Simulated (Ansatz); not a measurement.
Coupled-cluster diagnostics for the cluster In₃Sb₂⁺ (the lowest singlet isomer of a short search), Ansatz.

Geometry of the singlet (r2SCAN-D4/def2-SVP):

```csv
atom,x (Å),y (Å),z (Å)
In1,-0.6386,-3.3094,0.3158
In2,1.9006,-1.2561,0.5298
In3,-1.5249,3.0566,-0.6990
Sb4,1.2110,1.5427,0.0265
Sb5,-0.9480,-0.0338,-0.1732
```

In the def2 sets In, Sb take a core potential; there is no spin–orbit coupling. Correlated methods freeze 20 core orbitals; core or outer-core shells of In, Sb are correlated, in sets that lack core-valence functions. The structure comes from a short search, and lower isomers may exist.

Q: Estimate the CCSD(T) correlation energy, the shares of MP2 and (T), T1 and the reference's ⟨S²⟩ for: charge 1, singlet, own geometry in def2-SVP; and the rough time on 4 threads of Arm Neoverse V1 on a shared host.

A: 
```tsv
state	basis	correlation (eV)	MP2 share (%)	(T) share (%)	T1	⟨S²⟩ (pure)	wall time	remarks
charge 1, singlet, own geometry	def2-SVP	-13.463	88.2	5.9	0.013	0.00 (0.00)	65 s	restricted SCF unstable
```
Customary marks for T1 are 0.02 (closed shells), 0.045 (open shells) and about 0.05 (3d metals). T1 stays under 0.02 throughout.
